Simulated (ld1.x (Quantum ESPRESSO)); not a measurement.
**Scattering properties, ultrasoft potential for Tc**

* Element: technetium
* Generator: ld1.x (Quantum ESPRESSO) 7.5
* Type: ultrasoft
* Functional: BP86
* Relativity: fully relativistic
* Frozen core: [Ar] 3d10
* Valence charge: 15
* Reference configuration: 4s2 4p6 4d5 5s2 5p0
* Partial waves: 4s (bound): rcut 1.50, rcutus 1.90 bohr; 5s (bound): rcut 1.50, rcutus 1.90 bohr; 4p (bound): rcut 2.05, rcutus 2.20 bohr; 5p (bound, empty): rcut 2.05, rcutus 2.20 bohr; 4d (bound): rcut 2.10, rcutus 2.45 bohr; 4d channel at -0.1 Ry: rcut 2.10, rcutus 2.45 bohr
* Local potential: all-electron potential smoothed inside 2.05 bohr (lloc = -2)
* Core correction: a·sin(br)/r model core, default radius (core density twice the valence density)
* Augmentation charge: PSQ, inside the norm-conserving radii

Open shells are filled in proportion to 2j + 1 (rel_dist='average').

The phase is arctan(r·u′/u) with u = r·R(r), unwrapped; energies in Ry, scanned from -7 to 5 Ry. A pole is an energy at which the radial function vanishes at the test radius. The pseudo phase is shifted by a multiple of π to meet the all-electron one at the reference energy, and phase errors are pseudo minus all-electron; the curves can meet again beyond the range given. Levels narrower than the energy grid can be missing from the lists of poles.

For each channel, where are the poles, and over which energies does the pseudopotential scatter like the atom?

| channel | radius (bohr) | reference energy (Ry) | poles, all-electron | poles, pseudo | unbroken range about the reference energy with phases within 0.05 rad | phase error 1 Ry above the reference energy (rad) |
| --- | --- | --- | --- | --- | --- | --- |
| s | 2.64 | -0.38 | -5.38, 2.25 | -5.38, 2.24 | the whole range | -0.000 |
| p1/2 | 2.64 | -0.12 | -3.43, 3.37 | -3.43, 3.30 | the whole range | -0.003 |
| p3/2 | 2.64 | -0.11 | -3.20, 3.54 | -3.20, 3.46 | the whole range | -0.004 |
| d3/2 | 2.64 | -0.51 | -0.13 | -0.13 | the whole range | +0.000 |
| d5/2 | 2.64 | -0.49 | -0.10 | -0.10 | the whole range | +0.000 |

Phases in the p1/2 channel:

```
E (Ry)  all-electron  pseudo
 -7.00         1.418   1.418
 -6.74         1.414   1.414
 -6.48         1.411   1.410
 -6.22         1.406   1.406
 -5.96         1.402   1.402
 -5.70         1.397   1.397
 -5.44         1.391   1.391
 -5.18         1.385   1.385
 -4.92         1.377   1.377
 -4.66         1.368   1.368
 -4.40         1.356   1.356
 -4.14         1.338   1.338
 -3.88         1.301   1.301
 -3.62         1.078   1.078
 -3.36        -1.657  -1.657
 -3.10        -1.744  -1.744
 -2.84        -1.775  -1.775
 -2.58        -1.796  -1.797
 -2.32        -1.817  -1.817
 -2.06        -1.837  -1.838
 -1.80        -1.861  -1.861
 -1.54        -1.889  -1.889
 -1.28        -1.923  -1.923
 -1.02        -1.966  -1.966
 -0.76        -2.024  -2.025
 -0.50        -2.107  -2.107
 -0.24        -2.232  -2.232
  0.02        -2.438  -2.438
  0.28        -2.789  -2.790
  0.54        -3.314  -3.315
  0.80        -3.812  -3.815
  1.06        -4.129  -4.132
  1.32        -4.315  -4.318
  1.58        -4.430  -4.433
  1.84        -4.508  -4.511
  2.10        -4.564  -4.567
  2.36        -4.607  -4.610
  2.62        -4.641  -4.644
  2.88        -4.669  -4.673
  3.14        -4.694  -4.698
  3.40        -4.715  -4.720
  3.66        -4.735  -4.741
  3.92        -4.754  -4.761
  4.18        -4.772  -4.781
  4.44        -4.790  -4.801
  4.70        -4.809  -4.822
  4.96        -4.830  -4.846
```
